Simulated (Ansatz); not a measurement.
Reaction (cleavage of the Si–Si bond): `O[SiH](F)[SiH2]Cl` + `CN[SiH2]O` → `CN([SiH2]O)[SiH](O)F` + `[SiH3]Cl`

Gas-phase electronic energies from Ansatz, PBE0-D4/def2-TZVP geometries. CCSD(T)/CBS is the MP2 limit (def2-TZVPP, def2-QZVPP) plus CCSD(T) − MP2 in def2-TZVPP, frozen cores. This one scheme is used for every species. DFT in def2-TZVPP. B3LYP here is the variant with VWN-RPA as its local correlation; programs differ in this. One conformer a species, not always the lowest.

| level | ΔE (kJ/mol) | difference from CCSD(T)/CBS |
| --- | --- | --- |
| r2SCAN-D4 | -90.3 | 5.1 |
| PBE0-D4 | -80.0 | 15.4 |
| ωB97M-V | -97.5 | -2.1 |
| r2SCAN | -88.8 | 6.6 |
| B3LYP | -81.5 | 13.9 |
| HF/def2-TZVPP | -101.7 | -6.3 |
| SCS-MP2/def2-TZVPP | -103.8 | -8.4 |
| CCSD(T)/def2-TZVPP | -99.2 | -3.8 |
| HF/def2-QZVPP | -102.6 | -7.2 |
| HF/CBS(def2) | -102.8 | -7.4 |
| CCSD(T)/CBS | -95.4 | 0 |

Largest T1 diagnostic among the species: 0.012.

From PBE to PBE0 (25 % exact exchange), in def2-TZVPP and without D4, ΔE moves by −10.9 kJ/mol. The D4 term adds −7.9 kJ/mol with B3LYP and −4.3 kJ/mol with PBE0; it sums over pairs of atoms, weighted by their polarisabilities, and B3LYP, whose exchange is more repulsive, gets the larger term.
